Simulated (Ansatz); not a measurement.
Reaction (redistribution): `C[Si](N)(O)Br` + `CO[Si](O)([SiH3])Cl` → `C[Si](N)(O)[SiH3]` + `CO[Si](O)(Cl)Br`

Program: Ansatz. Geometries: PBE0-D4/def2-TZVP. ΔE: electronic, gas phase. CCSD(T)/CBS adds triple-zeta CCSD(T) − MP2 to the extrapolated MP2 energy (def2 sets, frozen cores). Functionals use def2-TZVPP. B3LYP here is the variant with VWN-RPA as its local correlation; programs differ in this. For Br outer-core shells are correlated without core-valence functions, which leaves a few kJ/mol of doubt a bond. Scalar relativity is left out up to krypton. Each species was taken in one conformer, which may not be the lowest.

`C[Si](N)(O)Br`:

Z-matrix (Å, degrees):
```
C
Si 1 1.848
H 1 1.093 2 109.9
H 1 1.093 2 110.9 3 -120.2
H 1 1.091 2 110.6 3 120.2
N 2 1.694 1 110.1 3 62.0
O 2 1.637 1 114.9 3 -58.0
Br 2 2.263 1 106.5 3 -173.8
H 6 1.007 2 120.7 1 42.1
H 6 1.007 2 120.1 1 -170.5
H 7 0.958 2 116.3 1 -97.8
```

`CO[Si](O)([SiH3])Cl`:

```xyz
13

C     1.025   -1.420   -1.209
O     0.003   -1.315   -0.241
Si   -0.192   -0.106    0.835
O    -1.316   -0.566    1.916
Si   -0.860    1.925   -0.098
Cl    1.637    0.183    1.766
H     0.909   -2.378   -1.717
H     2.014   -1.382   -0.744
H     0.953   -0.619   -1.952
H    -1.201   -1.408    2.364
H    -0.895    2.979    0.948
H     0.123    2.312   -1.145
H    -2.202    1.795   -0.723
```

`C[Si](N)(O)[SiH3]`:

Z-matrix (Å, degrees):
```
C
Si 1 1.866
H 1 1.094 2 110.9
H 1 1.093 2 111.3 3 120.5
H 1 1.092 2 110.5 3 -119.7
N 2 1.721 1 106.0 3 -54.7
O 2 1.653 1 112.7 3 65.2
Si 2 2.347 1 112.1 3 -179.1
H 6 1.007 2 121.6 1 -169.6
H 6 1.007 2 120.3 1 -21.1
H 7 0.960 2 115.7 1 -73.4
H 8 1.492 2 109.8 1 53.4
H 8 1.491 2 110.6 1 171.8
H 8 1.489 2 112.9 1 -66.8
```

`CO[Si](O)(Cl)Br`:

Cartesian coordinates in Å:
```
C -1.369 0.078 -0.939
O -0.110 -0.460 -0.583
Si 0.897 0.115 0.538
O 2.215 -0.814 0.628
Cl 1.524 1.988 0.072
Br -0.164 0.186 2.481
H -2.044 0.093 -0.078
H -1.262 1.094 -1.329
H -1.793 -0.559 -1.715
H 2.105 -1.720 0.925
```

| level | ΔE (kJ/mol) | difference from CCSD(T)/CBS |
| --- | --- | --- |
| PBE-D4 | 24.5 | 0.8 |
| r2SCAN-D4 | 25.3 | 1.6 |
| PBE0-D4 | 25.0 | 1.3 |
| B3LYP-D4 | 26.0 | 2.3 |
| ωB97X-V | 25.1 | 1.4 |
| ωB97M-V | 25.2 | 1.5 |
| B2PLYP | 25.6 | 1.9 |
| PBE | 25.0 | 1.3 |
| r2SCAN | 25.3 | 1.6 |
| PBE0 | 25.4 | 1.7 |
| B3LYP | 26.9 | 3.2 |
| HF/def2-TZVPP | 29.2 | 5.5 |
| MP2/def2-TZVPP | 23.3 | -0.4 |
| SCS-MP2/def2-TZVPP | 23.8 | 0.1 |
| CCSD/def2-TZVPP | 23.9 | 0.2 |
| CCSD(T)/def2-TZVPP | 23.4 | -0.3 |
| HF/def2-QZVPP | 28.8 | 5.1 |
| MP2/def2-QZVPP | 23.4 | -0.3 |
| SCS-MP2/def2-QZVPP | 24.0 | 0.3 |
| HF/CBS(def2) | 28.7 | 5.0 |
| MP2/CBS(def2) | 23.7 | 0.0 |
| CCSD/CBS(def2) | 24.3 | 0.6 |
| CCSD(T)/CBS | 23.7 | 0 |

Largest T1 diagnostic among the species: 0.012.

In def2-TZVPP, CCSD(T) changes the Hartree–Fock value by −5.9 kJ/mol (the triples alone add −0.6 kJ/mol) and MP2 by −5.9 kJ/mol.
